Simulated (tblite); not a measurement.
Species: C6H7NO2.
SMILES with atom numbers: `[CH2:1]=[C:2]1[CH2:3][C@@:4]1([CH:5]=[O:6])[C:7]([NH2:8])=[O:9]` (hydrogens: H10, H11 on C1; H12, H13 on C3; H14 on C5; H15, H16 on N8)

Computed with GFN2-xTB (tblite), gas phase: Langevin dynamics at 300 K from the optimised GFN2-xTB geometry, time step 0.5 fs, friction 0.01 fs⁻¹, 2000 steps. The instantaneous temperature is 2·E(kin)/(3Nk) with all 3N coordinates.

```
t (fs)  T (K)  E(pot) above start (eV)  C1=C2 (Å)  C2–C3 (Å)  C3–C4 (Å)  C4–C5 (Å)  C5=O6 (Å)  C1–H10 (Å)  C3–C4–C5–O6 (°)
     0    244                    0.000      1.305      1.440      1.540      1.464      1.208       1.077              164
    50    169                    0.207      1.276      1.446      1.544      1.431      1.219       1.089              164
   100    194                    0.371      1.324      1.426      1.564      1.477      1.201       1.085              168
   150    194                    0.406      1.300      1.449      1.556      1.438      1.214       1.094              150
   200    208                    0.619      1.295      1.471      1.478      1.448      1.203       1.089              153
   250    338                    0.484      1.320      1.436      1.496      1.461      1.180       1.056              135
   300    310                    0.566      1.301      1.434      1.575      1.486      1.228       1.096              143
   350    310                    0.372      1.293      1.479      1.581      1.489      1.205       1.078              152
   400    229                    0.540      1.297      1.378      1.508      1.477      1.204       1.078              152
   450    261                    0.631      1.340      1.427      1.507      1.515      1.205       1.102              137
   500    291                    0.471      1.334      1.420      1.533      1.421      1.199       1.068              160
   550    322                    0.338      1.295      1.454      1.568      1.434      1.215       1.068              165
   600    230                    0.623      1.285      1.473      1.571      1.429      1.218       1.114              169
   650    257                    0.506      1.341      1.459      1.510      1.423      1.183       1.087              178
   700    324                    0.459      1.315      1.469      1.525      1.474      1.234       1.048              177
   750    232                    0.562      1.303      1.404      1.548      1.498      1.200       1.157              174
   800    306                    0.584      1.310      1.428      1.553      1.479      1.215       1.078              166
   850    224                    0.543      1.300      1.471      1.533      1.489      1.210       1.038              151
   900    195                    0.504      1.306      1.435      1.562      1.460      1.196       1.120              180
   950    300                    0.577      1.309      1.489      1.599      1.485      1.198       1.082              159
  1000    362                    0.403      1.302      1.425      1.539      1.469      1.243       1.078              143
```

Question: From 500 fs on, how do temperature and potential energy compare with equipartition?

Answer: The mean temperature of these 11 frames is 277 K against the target 300 K, and the mean potential energy 0.51 eV against 42 × kT/2 = 0.54 eV for 42 classical harmonic modes. For 16 atoms in a canonical ensemble the temperature itself scatters by T·√(2/(3N)) = 61 K; here its standard deviation is 50 K. The whole run lasts only 10 friction times of 100 fs, so these averages carry a wide statistical error.

Question: What are the kinetic and total energies of the listed frame with the highest potential energy?

Answer: The one at 450 fs, 0.631 eV above the start. Its kinetic energy is 3NkT/2 = 0.540 eV at 261 K, so the sum is 1.17 eV; over the listed frames the sum runs from 0.50 to 1.22 eV, since the thermostat adds and removes energy.

Question: How much do the listed bonds fluctuate from 500 fs on?

Answer: 
```csv
bond,at the start (Å),mean (Å),standard deviation (Å)
C1=C2,1.305,1.309,0.016
C2–C3,1.440,1.448,0.026
C3–C4,1.540,1.549,0.024
C4–C5,1.464,1.460,0.027
C5=O6,1.208,1.210,0.017
C1–H10,1.077,1.085,0.032
```

The motion is classical and holds no zero-point motion.

The cost below is that of the whole dynamics run. Hardware: one thread, Arm Neoverse V1 (aarch64), shared host with 32 logical CPUs at a one-minute load of 11. Cost: 12 s, 0.18 GiB resident at most.
